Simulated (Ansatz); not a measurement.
Reaction (formal exchange of groups at the Si–C bond): `C=C(O)[SiH2]C=O` + `CS[SiH2][SiH3]` → `O=C[SiH2][SiH2][SiH3]` + `C=C(O)SC`

Gas-phase electronic energies from Ansatz, PBE0-D4/def2-TZVP geometries. CCSD(T)/CBS adds triple-zeta CCSD(T) − MP2 to the extrapolated MP2 energy (def2 sets, frozen cores). DFT in def2-TZVPP. One conformer a species, not always the lowest.

```tsv
level	ΔE (kcal/mol)
PBE-D4	12.4
CCSD/def2-TZVPP	16.8
```

Q: What does CCSD(T)/CBS give? (An estimate is asked.)

A: The calculation gave: +16.4 kcal/mol. The listed levels differ from it by -4.0, 0.4 kcal/mol.

Largest T1 diagnostic among the species: 0.016.

The D4 term adds −1.0 kcal/mol with B3LYP and −0.6 kcal/mol with PBE0; it sums over pairs of atoms, weighted by their polarisabilities, and B3LYP, whose exchange is more repulsive, gets the larger term. In def2-TZVPP, CCSD(T) changes the Hartree–Fock value by −4.9 kcal/mol (the triples alone add −0.9 kcal/mol) and MP2 by −3.5 kcal/mol.

B3LYP here is the variant with VWN-RPA as its local correlation; programs differ in this.
